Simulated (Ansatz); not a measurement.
Several settings on one geometry of the cluster Li₅Sn⁻ (the lowest singlet isomer of a short search) (that of the charge -1 singlet, r2SCAN-D4/def2-TZVPD). Ansatz on 4 threads of Arm Neoverse V1 on a shared host; times are rough.

```
atom    x (Å)    y (Å)    z (Å)
 Li1  -1.8743   0.0311   1.6065
 Li2   2.0307   0.1486  -1.4007
 Li3  -0.8620   2.0669  -1.0459
 Li4   1.0022  -1.8792   1.2411
 Li5  -0.7875  -0.9854  -1.0635
 Sn6   0.4911   0.6179   0.6626
```

Totals from different functionals, basis sets or treatments of relativity can't be compared as stabilities.

In the def2 sets Sn takes a core potential; there is no spin–orbit coupling. Correlated methods freeze 4 core orbitals; core or outer-core shells of Li, Sn are correlated, in sets that lack core-valence functions. A multiply charged anion in the gas phase is held together partly by the finite basis.

The spins typed aren't always the lowest for that charge.

Task: Give the basis size and estimate the energy, ⟨S²⟩ and time of these runs.

```csv
run,method,charge,state,further keys
1,RKS ωB97X/def2-TZVP,-1,singlet,pseudopotentials: {relativity: none}; scf: {omitted_lower_state_checks: [starts]}; forces asked
2,UKS r2SCANh-D3(BJ)/def2-mTZVP,-2,doublet,fitting: {mean_field: def2-universal-jkfit}; scf: {lower_state_search: off}; forces asked
3,"ROHF, mp2/def2-TZVPD",0,doublet,scf: {omitted_lower_state_checks: [starts]}; forces asked
```

Result: 
| run | functions | energy (Eh) | ⟨S²⟩ | wall time |
| --- | --- | --- | --- | --- |
| 1 | 120 | -251.9777 | – | 4.3 s |
| 2 | 76 | -251.9315 | 1.25 | 6 s |
| 3 | 141 | -251.1858 | – | 12 s |

The highest occupied level of an anion often lies above zero with these methods, and sets without diffuse functions describe the outer electron poorly. At UKS r2SCANh-D3(BJ)/def2-mTZVP the charge -2 doublet is spin-contaminated (final ⟨S²⟩ up to 1.25, 0.75 for a pure state).
